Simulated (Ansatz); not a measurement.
Harmonic frequencies (cm⁻¹) at PBE0-D4/def2-TZVP from Ansatz: 81, 145, 223, 422, 479, 670, 744, 965, 1003, 1042, 1070, 1186, 1255, 1312, 1366, 1420, 1449, 1454, 2614, 2996, 3029, 3030, 3086, 3123.

Each molecule was computed in one conformer, which needn't be the lowest.

(1) Which molecule is it?
A. `CBCF`
B. `O[SiH2][SnH2][OH]`
C. `BC(C)F`
D. `BBC(=N)O`

Answers

(1) A.
